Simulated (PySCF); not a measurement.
Isomers of C6H12F2Si, mass 150.068 u with the commonest isotopes. Level of theory: PBE0/pcSseg-1 in PySCF (dipole) on a GFN2-xTB geometry, gas phase. One conformer each, none proved a minimum here; rigid rotors.

Task: Order these by rotational constant C, smallest first.
A. `[CH3:1][C@@H:2]([CH2:3][SiH3:4])[CH:5]1[C@H:6]([F:7])[C@H:8]1[F:9]` with C1–C2–C3–Si4 -63°, C1–C2–C5–C6 83°
B. `[CH3:1][CH2:2][CH2:3][C@@H:4]([SiH3:5])/[C:6]([F:7])=[CH:8]/[F:9]` with C1–C2–C3–C4 -177°, C2–C3–C4–Si5 174°, C3–C4–C6–F7 -59°
C. `[CH3:1][CH:2]([CH3:3])[Si@H:4]([F:5])[CH2:6]/[CH:7]=[CH:8]/[F:9]` with C1–C2–Si4–F5 59°, C2–Si4–C6–C7 -62°, Si4–C6–C7–C8 113°

Result: A (559.2 MHz), C (580.9 MHz), B (624.9 MHz).

Task: Order these by rotational constant B, largest first.
A. `[CH3:1][CH:2]([CH3:3])[Si@H:4]([F:5])[CH2:6]/[CH:7]=[CH:8]/[F:9]` with C1–C2–Si4–F5 59°, C2–Si4–C6–C7 -62°, Si4–C6–C7–C8 113°
B. `[CH3:1][CH2:2][CH2:3][C@@H:4]([SiH3:5])/[C:6]([F:7])=[CH:8]/[F:9]` with C1–C2–C3–C4 -177°, C2–C3–C4–Si5 174°, C3–C4–C6–F7 -59°
C. `[CH3:1][C@@H:2]([CH2:3][SiH3:4])[CH:5]1[C@H:6]([F:7])[C@H:8]1[F:9]` with C1–C2–C3–Si4 -63°, C1–C2–C5–C6 83°

Result: B (938.8 MHz), A (689.9 MHz), C (662.3 MHz).

Task: Order these by rotational constant A, smallest first.
A. `[CH3:1][C@@H:2]([CH2:3][SiH3:4])[CH:5]1[C@H:6]([F:7])[C@H:8]1[F:9]` with C1–C2–C3–Si4 -63°, C1–C2–C5–C6 83°
B. `[CH3:1][CH:2]([CH3:3])[Si@H:4]([F:5])[CH2:6]/[CH:7]=[CH:8]/[F:9]` with C1–C2–Si4–F5 59°, C2–Si4–C6–C7 -62°, Si4–C6–C7–C8 113°
C. `[CH3:1][CH2:2][CH2:3][C@@H:4]([SiH3:5])/[C:6]([F:7])=[CH:8]/[F:9]` with C1–C2–C3–C4 -177°, C2–C3–C4–Si5 174°, C3–C4–C6–F7 -59°

Result: C (1287 MHz), B (1909 MHz), A (2426 MHz).

```json
{"SMILES": "C[C@@H](C[SiH3])C1[C@H](F)[C@H]1F", "point group": "C1", "Ia (u·Å²)": "208.30", "Ib (u·Å²)": "763.09", "Ic (u·Å²)": "903.76", "κ": "-0.89", "μa (D)": "0.70", "μb (D)": "0.57", "μc (D)": "0.56"}
{"SMILES": "CC(C)[Si@H](F)C/C=C/F", "point group": "C1", "Ia (u·Å²)": "264.73", "Ib (u·Å²)": "732.51", "Ic (u·Å²)": "869.92", "κ": "-0.84", "μa (D)": "0.19", "μb (D)": "0.59", "μc (D)": "0.21"}
{"SMILES": "CCC[C@@H]([SiH3])/C(F)=C/F", "point group": "C1", "Ia (u·Å²)": "392.62", "Ib (u·Å²)": "538.31", "Ic (u·Å²)": "808.75", "κ": "-0.05", "μa (D)": "1.81", "μb (D)": "0.83", "μc (D)": "1.86"}
```
